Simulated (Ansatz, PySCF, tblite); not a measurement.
Breaking a bond: SeLi (cation, charge +1), lowest triplet found (which spin is the ground state isn't settled by this scan). Each curve is given relative to its own lowest point between 2.15 and 3.14 Å, where full CI is lowest.

| R / Å | A | B | C | D |
|---|---|---|---|---|
| 1.78 | 219.6 | 245.1 | 269.2 | 301.0 |
| 1.94 | 95.9 | 124.5 | 140.9 | 163.6 |
| 2.05 | 51.4 | 74.0 | 86.3 | 103.7 |
| 2.15 | 27.5 | 43.4 | 52.7 | 65.9 |
| 2.26 | 12.5 | 21.7 | 28.2 | 37.4 |
| 2.37 | 4.7 | 8.9 | 13.1 | 19.0 |
| 2.41 | 3.0 | 5.8 | 9.3 | 14.2 |
| 2.51 | 0.6 | 1.2 | 3.1 | 5.8 |
| 2.57 | 0.1 | 0.1 | 1.1 | 2.7 |
| 2.66 | 0.0 | 0.0 | 0.0 | 0.1 |
| 2.81 | 1.0 | 3.1 | 1.7 | 0.0 |
| 2.96 | 2.4 | 8.6 | 6.3 | 3.1 |
| 3.14 | 4.2 | 16.7 | 13.5 | 9.2 |
| 3.35 | 8.3 | 26.5 | 22.8 | 17.4 |
| 3.65 | 15.5 | 39.4 | 35.3 | 29.1 |
| 3.99 | 23.7 | 51.5 | 46.9 | 40.5 |
| 4.38 | 32.1 | 61.7 | 56.9 | 50.6 |
| 4.92 | 40.6 | 71.0 | 65.8 | 59.7 |
| 5.45 | — | 76.4 | 71.0 | 64.9 |
| 6.24 | — | 80.8 | 75.3 | 69.0 |
| 7.21 | — | 83.4 | 78.0 | 71.8 |
| 8.48 | — | 85.1 | 79.7 | 73.5 |

Energies in kJ/mol.

Assign the columns to these levels of theory: GFN2-xTB, 300 K electronic temperature in tblite; unrestricted B3LYP/LANL2DZ, with its core potentials past Ne (PySCF); Ansatz (an electronic-structure program) with unrestricted PBE0/aug-cc-pVDZ; MP2 on UHF/aug-cc-pVDZ, cores with 3d frozen (Ansatz).

A is GFN2-xTB; B is UKS-PBE0; C is UMP2; D is UKS-B3LYP/LANL2DZ.

A dash means that the run gave no value there, or that the column was ended at a point which the program doubted or which failed a test of continuity chosen for this set; such a test can also cut sound points.
